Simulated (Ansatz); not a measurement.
Consider the isomerisation: `CB(S)C[SiH3]` → `BC(C)[SiH2]S`.

Computed with Ansatz on PBE0-D4/def2-TZVP structures; ΔE is electronic, products minus reactants. CBS: MP2 limit from def2 TZ/QZ plus the TZ coupled-cluster correction, frozen cores. DFT in def2-TZVPP. B3LYP here is the variant with VWN-RPA as its local correlation; programs differ in this. Each species was taken in one conformer, which may not be the lowest.

`CB(S)C[SiH3]`:

Cartesian coordinates in Å:
```
C 1.832 0.013 -0.113
B 0.429 0.707 -0.172
S 0.026 1.948 -1.413
C -0.700 0.348 0.841
Si -1.705 -1.113 0.208
H 2.417 0.079 -1.032
H 1.750 -1.040 0.174
H 2.416 0.498 0.679
H 1.176 1.921 -2.106
H -0.283 0.034 1.804
H -1.414 1.159 1.018
H -2.678 -1.557 1.244
H -2.453 -0.738 -1.020
H -0.812 -2.259 -0.113
```

`BC(C)[SiH2]S`:

```xyz
14

B     0.560    1.497   -0.556
C     0.611    0.087    0.034
C     1.110   -1.069   -0.828
Si   -1.275   -0.039    0.342
S    -1.845    0.486    2.329
H     0.410    2.448    0.157
H     0.568    1.657   -1.745
H     1.008    0.061    1.055
H     0.665   -1.039   -1.825
H     2.194   -1.008   -0.960
H     0.885   -2.047   -0.394
H    -1.684   -1.426   -0.004
H    -2.045    0.908   -0.509
H    -1.161   -0.516    2.906
```

| level | ΔE (kJ/mol) | difference from CCSD(T)/CBS |
| --- | --- | --- |
| B3LYP-D4 | 99.6 | 4.0 |
| ωB97X-V | 96.1 | 0.5 |
| PBE | 98.9 | 3.3 |
| r2SCAN | 101.0 | 5.4 |
| HF/def2-TZVPP | 96.2 | 0.6 |
| SCS-MP2/def2-TZVPP | 96.2 | 0.6 |
| SCS-MP2/def2-QZVPP | 94.4 | -1.2 |
| HF/CBS(def2) | 95.2 | -0.4 |
| MP2/CBS(def2) | 95.4 | -0.2 |
| CCSD/CBS(def2) | 95.3 | -0.3 |
| CCSD(T)/CBS | 95.6 | 0 |

Largest T1 diagnostic among the species: 0.012.
